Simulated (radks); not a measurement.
Initial-state core-level shifts of neutral praseodymium when its valence configuration changes from [Xe] 4f3 6s2. Calculated with a radial shooting solver on a logarithmic mesh with Libxc functionals: Dirac Kohn-Sham, PBE, spin-unpolarised, spherical densities, point nucleus; open shells are shared between the two j in proportion to 2j + 1. Shifts are changes of the shell-averaged eigenvalues in eV (positive: less bound).

[
 {"valence": "4f3 6s1.5 6p0.5", "1s": "-0.577", "2p": "-0.569", "3d": "-0.559", "4s": "-0.563"},
 {"valence": "4f3 5d1 6s0.5 6p0.5", "1s": "+0.477", "2p": "+0.538", "3d": "+0.500", "4s": "+0.508"},
 {"valence": "4f1 6s2 6p2", "1s": "-19.820", "2p": "-21.164", "3d": "-23.274", "4s": "-22.019"},
 {"valence": "4f0.5 6s2 6p2.5", "1s": "-25.756", "2p": "-27.548", "3d": "-30.360", "4s": "-28.513"},
 {"valence": "4f0.5 5d0.5 6s2 6p2", "1s": "-23.918", "2p": "-25.626", "3d": "-28.456", "4s": "-26.669"},
 {"valence": "4f1 5d2 6s2", "1s": "-12.983", "2p": "-14.079", "3d": "-16.237", "4s": "-15.112"},
 {"valence": "4f2 6s2 6p1", "1s": "-8.941", "2p": "-9.509", "3d": "-10.397", "4s": "-9.984"},
 {"valence": "4f3 5d1 6s1", "1s": "+0.960", "2p": "+1.008", "3d": "+0.958", "4s": "+0.972"}
]
